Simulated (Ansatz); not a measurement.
H2Cl2Si, charge +1, doublet, geometry from GFN2-xTB (a state made from the parent by changing its charge; the spin is typed, not shown lowest); Ansatz (an electronic-structure program) with R2SCAN/cc-pVDZ.

Ansatz was given this input:
Ansatz 0.2 input:
```yaml
crystal:
  periodic: [false, false, false]
  atoms:
    - {symbol: Si, position_ang: [-0.02575223, -0.64981803, 0.02847438]}
    - {symbol: Cl, position_ang: [1.71995071, 0.29695952, 0.03104826]}
    - {symbol: Cl, position_ang: [-1.69121941, 0.42803083, -0.06281662]}
    - {symbol: H, position_ang: [-0.09310054, -1.56301606, 1.20082412]}
    - {symbol: H, position_ang: [-0.03480039, -1.66436741, -1.05940340]}
basis:
  gaussian:
    orbitals: cc-pVDZ
hamiltonian:
  xc: r2scan
total_charge: 1
magnetization: {spin_polarized: true, initial_magnetization: 1}
```

What the program printed (banner, timings and long lists left out):

```
Functional definition: r2SCAN
657 factors; integrals over basis functions are off by at most 9.7e-4 eV
mean field evaluation 1: about -32943.4353 eV, gradient 1.5e1 eV
mean field evaluation 2: about -32943.2126 eV, gradient 1.5e1 eV
mean field evaluation 4: about -32944.6801 eV, gradient 9.3e-1 eV
mean field evaluation 8: about -32944.6815 eV, gradient 5.4e-2 eV
mean field evaluation 16: about -32944.6816 eV, gradient 2.8e-5 eV
mean field evaluation 32: about -32942.8154 eV, gradient 7.9e0 eV
mean field evaluation 64: about -32943.4914 eV, gradient 3.4e0 eV
mean field -32944.68157242 eV, -1210.6947170790 hartree, gradient 2.0e-5 eV, S^2 0.757943; 9 other end points of the search recorded, 0 dependent functions left out
reference -32944.68158077 eV, -1210.6947173862 hartree; 25, 24 occupied and 39, 40 virtual orbitals, 657 factors
Total energy: -32944.68158077 eV, -1210.6947173862 hartree
```
